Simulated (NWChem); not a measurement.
System: ZnF₂ anion, doublet; SMILES of the neutral closed-shell parent [F][Zn][F]

```xyz
3

Zn     0.0000     0.0000     0.3592
F      1.6310     0.0000    -0.5987
F     -1.6310     0.0000    -0.5987
```
Atoms are numbered in this order, from 1.

Computed with NWChem. Spin-unrestricted. In the optimisation the excess spin sits in a1 (C2v, its own frame). Sets without diffuse functions describe the anion's extra electron poorly. Geometry: optimised at B3LYP/def2-SVPD, spin-unrestricted. The spin multiplicity was typed, not searched, and may not be the lowest. No stability test was run on the SCF state. Total energies compare along this basis series because the functional is fixed.

```csv
level,basis functions,energy (Ha),highest occupied level (eV),"lowest empty minus highest occupied level, either spin (eV)",<S²>
UHF/pcseg-1,59,-1976.4463,-1.31,7.99,0.753
UHF/aug-pcseg-1,93,-1976.4956,-2.09,5.95,0.752
UHF/pcseg-2,116,-1976.8370,-1.74,8.47,0.753
UHF/def2-SVP,59,-1976.3182,-1.28,(withheld),0.753
```

Problem. Fill in the missing entries.

Solution. 
- UHF/def2-SVP, lowest empty minus highest occupied level, either spin (eV): 7.65
